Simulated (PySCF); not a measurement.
C2H9NSi, SMILES CN([SiH3])C. Heavy atoms are numbered as in [CH3:1][N:2]([CH3:3])[SiH3:4]. Hydrogens are named by the atom that carries them.

The structure is a stationary point at r2SCAN-D4/def2-SVP.

Computed with PBE/pcSseg-1 in PySCF.

GIAO shieldings, no solvent; atoms alike by connectivity are averaged. δ = σ(ref) − σ: ¹³C against TMS (σ = 182.0 ppm); ¹⁵N against NH3 (σ = 267.0 ppm); ²⁹Si against TMS (σ = 335.4 ppm); ¹H against TMS (σ = 31.49 ppm), references at their B3LYP-D3(BJ)/def2-TZVP geometries, non-relativistic.

Computed chemical shifts:
| nucleus | atoms | count | δ (ppm) |
|---|---|---|---|
| ¹³C | C1 (CH3) | 2 | 45.1 |
| ¹⁵N | N2 | 1 | 21.1 |
| ²⁹Si | Si4 (SiH3) | 1 | -44.8 |
| ¹H | H on Si4 | 3 | 5.07 |
| ¹H | H on C1 | 6 | 2.87 |
